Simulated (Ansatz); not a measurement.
Z-matrix (Å, degrees):
```
C
O 1 1.408
H 1 1.097 2 111.5
H 1 1.095 2 111.1 3 -121.4
H 1 1.091 2 108.2 3 119.2
Si 2 1.639 1 123.8 3 59.4
Se 6 2.291 2 112.3 1 57.5
C 6 1.851 2 106.7 1 176.5
H 6 1.488 2 109.6 1 -60.1
H 7 1.467 6 92.9 2 -90.1
H 8 1.092 6 110.6 2 174.5
H 8 1.093 6 110.0 2 54.2
H 8 1.092 6 110.7 2 -65.2
```

The species carries charge 0 and has multiplicity 1.

Q: List the ωB97M-V/def2-TZVPP orbital energies in eV (Ansatz 0.2.0). (An estimate is asked.)

A: The calculation gave: Occupied: -12367.83, -1807.72, -1588.13, -1422.89, -1422.86, -1422.83, -526.13, -282.77, -281.11, -217.58, -160.53, -160.42, -160.28, -148.66, -102.81, -102.78, -102.74, -60.44, -60.41, -60.29, -60.20, -60.19, -31.25, -22.89, -22.04, -21.83, -17.34, -15.48, -15.31, -14.89, -14.22, -13.71, -13.02, -11.89, -11.56, -11.05, -10.19, -9.20. Lowest empty: 1.89, 2.51, 2.72, 3.02, 3.45, 4.10, 4.39, 4.52.
